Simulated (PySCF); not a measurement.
## Calculated data, AlGeH$_{8}$NSi, AlGeH$_{5}$N$_{2}$, BGeH$_{3}$NO, GeH$_{4}$NO and others

Computed with PySCF 2.14.0. Calculation on a computer-drawn molecule: the log of a Hartree-Fock and frozen-core CCSD(T) single point meant for a local Hartree-Fock minimum, with one planted fault or none, to be diagnosed. Offsets are logged minus clean, where the clean run is the same molecule without the fault. The reference is restricted for singlets and unrestricted otherwise, and also for a bond in bohr or an excited solution. Adding or removing an electron swaps singlet and doublet. The excited solution moves the top pair (singlet) or top alpha electron (doublet) to the lowest empty orbital. Highest occupied and lowest empty are orbital energies over both spins, largest force is the largest gradient component, triples share is (T) over the correlation energy, the T1 limit is 0.02 restricted and 0.045 unrestricted, electrons count all cores, a negative frequency is imaginary (commonest isotopes), and the dipole is about the centre of nuclear charge; on germanium a core potential holds 10 electrons, which the energies leave out, and 3d is frozen in MP2 and coupled-cluster steps.

Common to all runs: meant multiplicity 1; logged SCF converged yes; logged CC converged yes; logged SCF stable within its kind yes; possible faults no fault, one electron removed, one electron added, multiplicity raised by two, geometry at a saddle point, SCF held on an excited solution, minimal basis STO-3G, one bond length entered in bohr, all coordinates scaled.

```json
{"entry": 1, "formula": "AlGeH8NSi", "logged_structure": {"atoms_angstrom": [["N", -1.757, -0.1482, -0.2072], ["Al", -0.3844, -0.0048, 0.8904], ["Ge", 1.1541, 1.9549, 0.6799], ["Si", 5.349, 0.8829, -0.7358], ["H", -2.4177, -0.9037, -0.2038], ["H", -2.006, 0.51, -0.922], ["H", -0.1714, -1.1503, 1.958], ["H", 1.3142, 2.67, 2.036], ["H", 0.5974, 3.0073, -0.2989], ["H", 5.9772, -0.0731, 0.2091], ["H", 5.2857, 0.2373, -2.071], ["H", 6.2108, 2.0849, -0.8353]]}, "given": {"meant_charge": 0, "meant_basis": "cc-pV(D+d)Z", "meant_basis_and_core_potential_on_germanium": "cc-pVDZ-PP ECP10MDF", "logged_electrons": 74, "logged_basis_functions": 123, "logged_spin_squared": 0.982, "logged_highest_occupied [eV]": -8.4437, "logged_lowest_empty [eV]": 0.66173, "logged_largest_force [hartree/bohr]": 0.0091872, "logged_T1_diagnostic": 0.015692, "logged_D1_diagnostic": 0.050788, "logged_triples_share": 0.023371, "logged_dipole_magnitude [debye]": 1.7704, "logged_energy_HF [hartree]": -883.30469, "logged_energy_CCSD(T) [hartree]": -883.80112, "drawn_bonds_atom": [1, 2, 3, 1, 1, 2, 3, 3, 4, 4, 4], "drawn_bonds_other_atom": [2, 3, 4, 5, 6, 7, 8, 9, 10, 11, 12], "drawn_bonds_order": [1, 1, 1, 1, 1, 1, 1, 1, 1, 1, 1]}, "results": {"planted_fault": "one bond length entered in bohr, row 3 of the drawn bonds", "HF_energy_offset_from_clean_run [kcal/mol]": 49.47, "CCSD(T)_energy_offset_from_clean_run [kcal/mol]": 64.46}}
{"entry": 2, "formula": "AlGeH5N2", "logged_structure": {"atoms_angstrom": [["N", -0.7796, -0.6889, 2.5361], ["Al", 0.3959, -1.6989, 1.6713], ["Ge", 2.6091, -0.6071, 0.802], ["N", 1.8353, 0.9873, 0.3716], ["H", -1.658, -1.0083, 2.9029], ["H", -0.6538, 0.2772, 2.7755], ["H", -0.0324, -3.2215, 1.4966], ["H", 0.873, 1.2524, 0.4597], ["H", 2.3819, 1.7315, -0.0216]]}, "given": {"meant_charge": 0, "meant_basis": "cc-pV(D+d)Z", "meant_basis_and_core_potential_on_germanium": "cc-pVDZ-PP ECP10MDF", "logged_electrons": 63, "logged_basis_functions": 99, "logged_spin_squared": 0.7839, "logged_highest_occupied [eV]": -15.1, "logged_lowest_empty [eV]": -5.6577, "logged_largest_force [hartree/bohr]": 0.041486, "logged_T1_diagnostic": 0.024374, "logged_D1_diagnostic": 0.090373, "logged_triples_share": 0.030563, "logged_dipole_magnitude [debye]": 1.3755, "logged_energy_HF [hartree]": -646.90557, "logged_energy_CCSD(T) [hartree]": -647.43138, "drawn_bonds_atom": [1, 2, 3, 1, 1, 2, 4, 4], "drawn_bonds_other_atom": [2, 3, 4, 5, 6, 7, 8, 9], "drawn_bonds_order": [1, 1, 1, 1, 1, 1, 1, 1]}, "results": {"planted_fault": "one electron removed", "HF_energy_offset_from_clean_run [kcal/mol]": 149.9, "CCSD(T)_energy_offset_from_clean_run [kcal/mol]": 163.9}}
{"entry": 3, "formula": "BGeH3NO", "logged_structure": {"atoms_angstrom": [["N", 2.2013, -0.8502, -3.0365], ["Ge", 0.4795, -0.3144, -2.2915], ["B", 1.1487, 0.6359, -0.447], ["O", 1.4782, 1.0834, 0.6264], ["H", 2.4758, -1.7504, -2.685], ["H", 3.6431, 0.3328, -2.685], ["H", 0.3766, 1.0875, -3.0478]]}, "given": {"meant_charge": -1, "meant_basis": "aug-cc-pVDZ", "meant_basis_and_core_potential_on_germanium": "aug-cc-pVDZ-PP ECP10MDF", "logged_electrons": 56, "logged_basis_functions": 128, "logged_spin_squared": 0.8304, "logged_highest_occupied [eV]": -3.3026, "logged_lowest_empty [eV]": 3.7912, "logged_largest_force [hartree/bohr]": 0.012789, "logged_T1_diagnostic": 0.058313, "logged_D1_diagnostic": 0.28335, "logged_triples_share": 0.045687, "logged_dipole_magnitude [debye]": 2.283, "logged_energy_HF [hartree]": -449.1029, "logged_energy_CCSD(T) [hartree]": -449.71093, "drawn_bonds_atom": [1, 2, 3, 1, 1, 2], "drawn_bonds_other_atom": [2, 3, 4, 5, 6, 7], "drawn_bonds_order": [1, 1, 2, 1, 1, 1]}, "results": {"planted_fault": "one bond length entered in bohr, row 5 of the drawn bonds", "HF_energy_offset_from_clean_run [kcal/mol]": 73.76, "CCSD(T)_energy_offset_from_clean_run [kcal/mol]": 78.95}, "notes": ["T1 above single-reference limit"]}
{"entry": 4, "formula": "GeH4NO", "logged_structure": {"atoms_angstrom": [["N", -1.6429, -0.0616, 0.0], ["Ge", 0.3309, -0.605, 0.0], ["O", 2.3981, -0.6455, 0.0], ["H", -2.0463, 0.8608, 0.0], ["H", -2.3769, -0.749, 0.0], ["H", 0.5479, 0.9865, 0.0], ["H", 2.7892, 0.2138, 0.0]]}, "given": {"meant_charge": -1, "meant_basis": "aug-cc-pVDZ", "meant_basis_and_core_potential_on_germanium": "aug-cc-pVDZ-PP ECP10MDF", "logged_electrons": 52, "logged_basis_functions": 114, "logged_spin_squared": 0.0, "logged_highest_occupied [eV]": -2.9954, "logged_lowest_empty [eV]": 4.0872, "logged_largest_force [hartree/bohr]": 5.7495e-05, "logged_lowest_frequency [cm^-1]": -248.39, "logged_T1_diagnostic": 0.022375, "logged_D1_diagnostic": 0.074134, "logged_triples_share": 0.037503, "logged_dipole_magnitude [debye]": 2.3712, "logged_energy_HF [hartree]": -425.0004, "logged_energy_CCSD(T) [hartree]": -425.57274, "drawn_bonds_atom": [1, 2, 1, 1, 2, 3], "drawn_bonds_other_atom": [2, 3, 4, 5, 6, 7], "drawn_bonds_order": [1, 1, 1, 1, 1, 1]}, "results": {"planted_fault": "geometry at a saddle point", "HF_energy_offset_from_clean_run [kcal/mol]": 40.49, "CCSD(T)_energy_offset_from_clean_run [kcal/mol]": 29.45}, "notes": ["T1 above single-reference limit"]}
{"entry": 5, "formula": "GeH4N", "logged_structure": {"atoms_angstrom": [["N", 0.8637, -0.6379, 3.0296], ["Ge", -0.6108, -0.449, 2.1542], ["H", 1.2665, 0.0896, 3.5963], ["H", 1.4044, -1.4864, 3.0242], ["H", -1.3109, 0.8774, 2.2576], ["H", -1.0923, -1.6239, 1.3493]]}, "given": {"meant_charge": 1, "meant_basis": "cc-pVDZ", "meant_basis_and_core_potential_on_germanium": "cc-pVDZ-PP ECP10MDF", "logged_electrons": 41, "logged_basis_functions": 57, "logged_spin_squared": 0.7581, "logged_highest_occupied [eV]": -26.306, "logged_lowest_empty [eV]": -14.337, "logged_largest_force [hartree/bohr]": 0.11833, "logged_T1_diagnostic": 0.0090524, "logged_D1_diagnostic": 0.024777, "logged_triples_share": 0.017274, "logged_dipole_magnitude [debye]": 3.8109, "logged_energy_HF [hartree]": -349.32135, "logged_energy_CCSD(T) [hartree]": -349.55738, "drawn_bonds_atom": [1, 1, 1, 2, 2], "drawn_bonds_other_atom": [2, 3, 4, 5, 6], "drawn_bonds_order": [1, 1, 1, 1, 1]}, "results": {"planted_fault": "one electron removed", "HF_energy_offset_from_clean_run [kcal/mol]": 360.4, "CCSD(T)_energy_offset_from_clean_run [kcal/mol]": 394.8}}
```
